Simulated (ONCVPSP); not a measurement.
Configuration tests for C (ONCV)

* Element: C (Z = 6)
* Generator: ONCVPSP 4.0.1
* Type: optimised norm-conserving Vanderbilt (ONCV)
* Functional: PBE
* Relativity: non-relativistic
* Frozen core: [He]
* Valence charge: 4
* Reference configuration: 2s2 2p2
* Partial waves: 2s: rc 0.95 bohr, ncon 4, nbas 8, qcut 8.2 1/bohr, local; 2p: rc 1.85 bohr, ncon 4, nbas 8, qcut 7.3 1/bohr, 3 projectors, debl 0.3 Ha
* Local potential: the s channel
* Core correction: Teter function, fcfact 4.75, rcfact 1.35

Energies are relative to the spin-unpolarised reference configuration 2s2 2p2; without spin polarisation the order of configurations can differ from experiment.

| valence configuration | charge | ΔE all-electron (eV) | error AE − PS (meV) |
| --- | --- | --- | --- |
| 2s2 2p1 | +1 | 10.865 | +22 |
| 2s1 2p0 | +3 | 83.197 | +520 |

(1) What are ΔE and the potential's error for 2s2 2p1.5?

(2) What are ΔE and the potential's error for 2s2 2p0?

Levels in the configuration 2s2 2p1:

```json
{"level": "2s", "all-electron (eV)": "-25.745", "pseudo (eV)": "-25.717"}
{"level": "2p", "all-electron (eV)": "-17.008", "pseudo (eV)": "-16.942"}
```

## Answers

(1) ΔE = 3.965 eV all-electron; the error (AE − PS) is +3.2 meV.

(2) ΔE = 35.024 eV all-electron; the error (AE − PS) is +214 meV.
